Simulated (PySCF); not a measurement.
# H₃WN + Cl₂ → HWN + 2 HCl

Level: PBE0 in the def2-TZVP basis family, computed in PySCF with density fitting; scalar-relativistic core potentials for atoms from Rb on, none lighter, no spin–orbit coupling; open shells unrestricted.

```json
{"species": "H₃WN", "state and structure": "singlet, C3v, W–H 1.715 Å (×3), W–N 1.649 Å; H–W–H 118.0° (×3), H–W–N 98.2° (×3)", "ZPE (kJ/mol)": "65.7", "H(298 K) − H(0) (kJ/mol)": "11.2", "S° (J/(mol K))": "259.6"}
{"species": "Cl₂", "state and structure": "singlet, D∞h, Cl–Cl 1.982 Å", "ZPE (kJ/mol)": "3.5", "H(298 K) − H(0) (kJ/mol)": "9.1", "S° (J/(mol K))": "222.5"}
{"species": "HWN", "state and structure": "triplet, Cs, W–H 1.704 Å, W–N 1.653 Å; H–W–N 97.0°", "ZPE (kJ/mol)": "22.7", "H(298 K) − H(0) (kJ/mol)": "10.3", "S° (J/(mol K))": "268.6"}
{"species": "HCl", "state and structure": "singlet, C∞v, H–Cl 1.279 Å", "ZPE (kJ/mol)": "17.9", "H(298 K) − H(0) (kJ/mol)": "8.7", "S° (J/(mol K))": "186.6"}
```

Task: Is the gas-phase reaction uphill or downhill in electronic energy at this level, and by how much?

Result: At PBE0/def2-TZVP, ΔE = -18.2 kJ/mol, downhill. 

Task: Add zero-point, thermal and entropy terms for 298.15 K and 1 bar.

Result: ΔZPE = -10.7 and Δ[H(298) − H(0)] = 7.4 kJ/mol give ΔH° = -21.5 kJ/mol. ΔS° = 159.7 J/(mol K), so ΔG° = -21.5 − 298.15 × (0.1597) = -69 kJ/mol and log₁₀K = 12.1.

Spin–orbit coupling can matter for H₃WN, HWN and is left out. Open d or f shells are single determinants, so the state found may not be the ground state. Each species is the lowest minimum found with this bonding; other isomers or fragments can lie lower.
